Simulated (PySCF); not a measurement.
Simulation results for BGeH₄, B₂GeH₅O, AlB₂GeH₇, B₂Ge₂H₈ and others

Computed with PySCF 2.14.0. Calculation on a computer-drawn molecule: the log of a Hartree-Fock and frozen-core CCSD(T) single point meant for a local Hartree-Fock minimum, with one planted fault or none, to be diagnosed. Offsets are logged minus clean, where the clean run is the same molecule without the fault. The reference is restricted for singlets and unrestricted otherwise, and also for a bond in bohr or an excited solution. Adding or removing an electron swaps singlet and doublet. The excited solution moves the top pair (singlet) or top alpha electron (doublet) to the lowest empty orbital. Highest occupied and lowest empty are orbital energies over both spins, largest force is the largest gradient component, triples share is (T) over the correlation energy, the T1 limit is 0.02 restricted and 0.045 unrestricted, electrons count all cores, a negative frequency is imaginary (commonest isotopes), and the dipole is about the centre of nuclear charge; on germanium a core potential holds 10 electrons, which the energies leave out, and 3d is frozen in MP2 and coupled-cluster steps.

Common to all runs: meant multiplicity 1; meant basis and core potential on germanium cc-pVDZ-PP ECP10MDF; logged SCF converged yes; possible faults no fault, one electron removed, one electron added, multiplicity raised by two, geometry at a saddle point, SCF held on an excited solution, minimal basis STO-3G, one bond length entered in bohr, all coordinates scaled.

(1) 
```xyz
6
formula=BGeH4 meant_charge=1 meant_basis=cc-pVDZ logged_electrons=41 logged_basis_functions=57 logged_spin_squared=0.7669 logged_highest_occupied=-7.1682 logged_lowest_empty=1.054 logged_largest_force=0.013341 logged_T1_diagnostic=0.011987 logged_D1_diagnostic=0.030356 logged_triples_share=0.022352 logged_CC_converged=yes logged_dipole_magnitude=1.0492 logged_SCF_stable_within_its_kind=yes logged_energy_HF=-320.30819 logged_energy_CCSD(T)=-320.51847 planted_fault=one_electron_added HF_energy_offset_from_clean_run=-149.9 CCSD(T)_energy_offset_from_clean_run=-159.9
B      1.5879     1.0631    -0.1240
Ge     1.6869     0.9339    -2.2042
H      1.7307     0.0561     0.4899
H      1.3937     2.1374     0.3447
H      2.9794     1.0887    -2.9845
H      0.4731     0.6763    -3.0781
```

Units: logged_highest_occupied, logged_lowest_empty in eV; logged_largest_force in hartree/bohr; logged_dipole_magnitude in debye; logged_energy_HF, logged_energy_CCSD(T) in hartree; HF_energy_offset_from_clean_run, CCSD(T)_energy_offset_from_clean_run in kcal/mol.

Drawn bonds:
```tsv
atom	other atom	order
1	2	1
1	3	1
1	4	1
2	5	1
2	6	1
```

(2) 
```xyz
9
formula=B2GeH5O meant_charge=1 meant_basis=cc-pVDZ logged_electrons=54 logged_basis_functions=90 logged_spin_squared=0 logged_highest_occupied=-15.881 logged_lowest_empty=-3.1567 logged_largest_force=0.012385 logged_T1_diagnostic=0.016042 logged_D1_diagnostic=0.043153 logged_triples_share=0.027109 logged_CC_converged=yes logged_dipole_magnitude=5.0722 logged_SCF_stable_within_its_kind=yes logged_energy_HF=-420.27227 logged_energy_CCSD(T)=-420.75001 planted_fault=all_coordinates_scaled,by_+1.1_% HF_energy_offset_from_clean_run=0.5899 CCSD(T)_energy_offset_from_clean_run=-0.3512
B     -0.2379    -0.9581     0.3131
Ge     0.3661     0.5889    -1.0019
B      0.4896     2.4522     0.1057
O      0.5364     3.4854     0.8159
H     -0.4550    -0.7388     1.4760
H     -0.3479    -2.0538    -0.1712
H      1.8023     0.5110    -1.5511
H     -0.6349     0.9976    -2.0979
H      0.7388     4.4257     0.7542
```

Units: logged_highest_occupied, logged_lowest_empty in eV; logged_largest_force in hartree/bohr; logged_dipole_magnitude in debye; logged_energy_HF, logged_energy_CCSD(T) in hartree; HF_energy_offset_from_clean_run, CCSD(T)_energy_offset_from_clean_run in kcal/mol.

Drawn bonds:
```tsv
atom	other atom	order
1	2	1
2	3	1
3	4	1
1	5	1
1	6	1
2	7	1
2	8	1
4	9	1
```

(3) 
```xyz
11
formula=AlB2GeH7 meant_charge=0 meant_basis=cc-pV(D+d)Z logged_electrons=62 logged_basis_functions=109 logged_spin_squared=0.6522 logged_highest_occupied=-9.2212 logged_lowest_empty=0.45826 logged_largest_force=0.018487 logged_T1_diagnostic=0.061965 logged_D1_diagnostic=0.27333 logged_triples_share=0.032547 logged_CC_converged=yes logged_dipole_magnitude=1.3708 logged_SCF_stable_within_its_kind=yes logged_energy_HF=-588.53302 logged_energy_CCSD(T)=-588.93814 planted_fault=one_bond_length_entered_in_bohr,row_4_of_the_drawn_bonds HF_energy_offset_from_clean_run=74.99 CCSD(T)_energy_offset_from_clean_run=74.52
B      0.1017     1.1588     1.1555
Ge     1.1124    -0.1662    -0.1001
B      0.1718    -0.2183    -1.9811
Al    -0.7184    -1.9651    -2.8405
H     -1.5917     0.4531     2.4858
H      0.3765     2.3257     1.1566
H      1.1926    -1.5680     0.5382
H      2.5645     0.3010    -0.3210
H      0.1767     0.8456    -2.5462
H     -2.2334    -2.3283    -2.5383
H      0.1306    -2.9450    -3.7541
```

Units: logged_highest_occupied, logged_lowest_empty in eV; logged_largest_force in hartree/bohr; logged_dipole_magnitude in debye; logged_energy_HF, logged_energy_CCSD(T) in hartree; HF_energy_offset_from_clean_run, CCSD(T)_energy_offset_from_clean_run in kcal/mol.

Drawn bonds:
```tsv
atom	other atom	order
1	2	1
2	3	1
3	4	1
1	5	1
1	6	1
2	7	1
2	8	1
3	9	1
4	10	1
4	11	1
```

Notes: T1 above single-reference limit.

(4) 
```xyz
11
formula=AlB2GeH7 meant_charge=0 meant_basis=cc-pV(D+d)Z logged_electrons=62 logged_basis_functions=109 logged_spin_squared=0 logged_highest_occupied=-5.6683 logged_lowest_empty=-2.6448 logged_largest_force=0.057565 logged_CC_converged=no logged_dipole_magnitude=1.244 logged_SCF_stable_within_its_kind=no logged_energy_HF=-588.37972 planted_fault=SCF_held_on_an_excited_solution HF_energy_offset_from_clean_run=171.2
B      0.1017     1.1588     1.1555
Ge     1.1124    -0.1662    -0.1001
B      0.1718    -0.2183    -1.9811
Al    -0.7184    -1.9651    -2.8405
H     -0.7944     0.7854     1.8595
H      0.3765     2.3257     1.1566
H      1.1926    -1.5680     0.5382
H      2.5645     0.3010    -0.3210
H      0.1767     0.8456    -2.5462
H     -2.2334    -2.3283    -2.5383
H      0.1306    -2.9450    -3.7541
```

Units: logged_highest_occupied, logged_lowest_empty in eV; logged_largest_force in hartree/bohr; logged_dipole_magnitude in debye; logged_energy_HF in hartree; HF_energy_offset_from_clean_run in kcal/mol.

Drawn bonds:
```tsv
atom	other atom	order
1	2	1
2	3	1
3	4	1
1	5	1
1	6	1
2	7	1
2	8	1
3	9	1
4	10	1
4	11	1
```

Notes: CCSD not converged.

(5) 
```xyz
11
formula=AlB2GeH7 meant_charge=0 meant_basis=cc-pV(D+d)Z logged_electrons=62 logged_basis_functions=109 logged_spin_squared=2.029 logged_highest_occupied=-7.5887 logged_lowest_empty=-1.0109 logged_largest_force=0.028401 logged_T1_diagnostic=0.022159 logged_D1_diagnostic=0.094732 logged_triples_share=0.02772 logged_CC_converged=yes logged_dipole_magnitude=1.0599 logged_SCF_stable_within_its_kind=yes logged_energy_HF=-588.57794 logged_energy_CCSD(T)=-588.97538 planted_fault=multiplicity_raised_by_two HF_energy_offset_from_clean_run=46.81 CCSD(T)_energy_offset_from_clean_run=51.15
B      0.1017     1.1588     1.1555
Ge     1.1124    -0.1662    -0.1001
B      0.1718    -0.2183    -1.9811
Al    -0.7184    -1.9651    -2.8405
H     -0.7944     0.7854     1.8595
H      0.3765     2.3257     1.1566
H      1.1926    -1.5680     0.5382
H      2.5645     0.3010    -0.3210
H      0.1767     0.8456    -2.5462
H     -2.2334    -2.3283    -2.5383
H      0.1306    -2.9450    -3.7541
```

Units: logged_highest_occupied, logged_lowest_empty in eV; logged_largest_force in hartree/bohr; logged_dipole_magnitude in debye; logged_energy_HF, logged_energy_CCSD(T) in hartree; HF_energy_offset_from_clean_run, CCSD(T)_energy_offset_from_clean_run in kcal/mol.

Drawn bonds:
```tsv
atom	other atom	order
1	2	1
2	3	1
3	4	1
1	5	1
1	6	1
2	7	1
2	8	1
3	9	1
4	10	1
4	11	1
```

(6) 
```xyz
12
formula=B2Ge2H8 meant_charge=0 meant_basis=cc-pVDZ logged_electrons=82 logged_basis_functions=114 logged_spin_squared=0 logged_highest_occupied=-5.5392 logged_lowest_empty=-3.2998 logged_largest_force=0.066444 logged_CC_converged=no logged_dipole_magnitude=1.8125 logged_SCF_stable_within_its_kind=no logged_energy_HF=-640.3882 planted_fault=SCF_held_on_an_excited_solution HF_energy_offset_from_clean_run=198.7
B      2.6490    -0.4949     0.8645
Ge     0.8814     0.6140     0.7408
B     -0.7385    -0.6635     1.0949
Ge    -1.9808    -1.4366    -0.3966
H      3.0884    -1.0592    -0.0974
H      3.2286    -0.6097     1.9072
H      0.7598     1.2784    -0.6417
H      0.8783     1.7382     1.7923
H     -0.9730    -0.9626     2.2332
H     -3.2017    -0.5092    -0.5184
H     -1.2966    -1.4919    -1.7693
H     -2.4925    -2.8456    -0.0626
```

Units: logged_highest_occupied, logged_lowest_empty in eV; logged_largest_force in hartree/bohr; logged_dipole_magnitude in debye; logged_energy_HF in hartree; HF_energy_offset_from_clean_run in kcal/mol.

Drawn bonds:
```tsv
atom	other atom	order
1	2	1
2	3	1
3	4	1
1	5	1
1	6	1
2	7	1
2	8	1
3	9	1
4	10	1
4	11	1
4	12	1
```

Notes: CCSD not converged.

(7) 
```xyz
8
formula=B2GeH4O meant_charge=0 meant_basis=cc-pVDZ logged_electrons=54 logged_basis_functions=85 logged_spin_squared=2.0143 logged_highest_occupied=-8.0857 logged_lowest_empty=-2.529 logged_largest_force=0.063261 logged_T1_diagnostic=0.021248 logged_D1_diagnostic=0.078246 logged_triples_share=0.032159 logged_CC_converged=yes logged_dipole_magnitude=3.5473 logged_SCF_stable_within_its_kind=yes logged_energy_HF=-419.83331 logged_energy_CCSD(T)=-420.3176 planted_fault=multiplicity_raised_by_two HF_energy_offset_from_clean_run=81.16 CCSD(T)_energy_offset_from_clean_run=84.98
B      0.7695     0.9800     0.1720
Ge     0.5353     1.5778     2.1580
B      0.0522    -0.1031     3.2659
O     -0.2237    -1.0830     3.8766
H      1.8381     0.6214    -0.2275
H     -0.1692     0.9706    -0.5689
H     -0.6088     2.5718     2.3678
H      1.8108     2.1491     2.7808
```

Units: logged_highest_occupied, logged_lowest_empty in eV; logged_largest_force in hartree/bohr; logged_dipole_magnitude in debye; logged_energy_HF, logged_energy_CCSD(T) in hartree; HF_energy_offset_from_clean_run, CCSD(T)_energy_offset_from_clean_run in kcal/mol.

Drawn bonds:
```tsv
atom	other atom	order
1	2	1
2	3	1
3	4	2
1	5	1
1	6	1
2	7	1
2	8	1
```

(8) 
```xyz
8
formula=B2GeH4O meant_charge=0 meant_basis=cc-pVDZ logged_electrons=53 logged_basis_functions=85 logged_spin_squared=0.7585 logged_highest_occupied=-18.269 logged_lowest_empty=-9.3288 logged_largest_force=0.093093 logged_T1_diagnostic=0.025245 logged_D1_diagnostic=0.10587 logged_triples_share=0.034014 logged_CC_converged=yes logged_dipole_magnitude=7.6289 logged_SCF_stable_within_its_kind=yes logged_energy_HF=-419.57768 logged_energy_CCSD(T)=-420.05053 planted_fault=one_electron_removed HF_energy_offset_from_clean_run=241.6 CCSD(T)_energy_offset_from_clean_run=252.6
B      0.7695     0.9800     0.1720
Ge     0.5353     1.5778     2.1580
B      0.0522    -0.1031     3.2659
O     -0.2237    -1.0830     3.8766
H      1.8381     0.6214    -0.2275
H     -0.1692     0.9706    -0.5689
H     -0.6088     2.5718     2.3678
H      1.8108     2.1491     2.7808
```

Units: logged_highest_occupied, logged_lowest_empty in eV; logged_largest_force in hartree/bohr; logged_dipole_magnitude in debye; logged_energy_HF, logged_energy_CCSD(T) in hartree; HF_energy_offset_from_clean_run, CCSD(T)_energy_offset_from_clean_run in kcal/mol.

Drawn bonds:
```tsv
atom	other atom	order
1	2	1
2	3	1
3	4	2
1	5	1
1	6	1
2	7	1
2	8	1
```
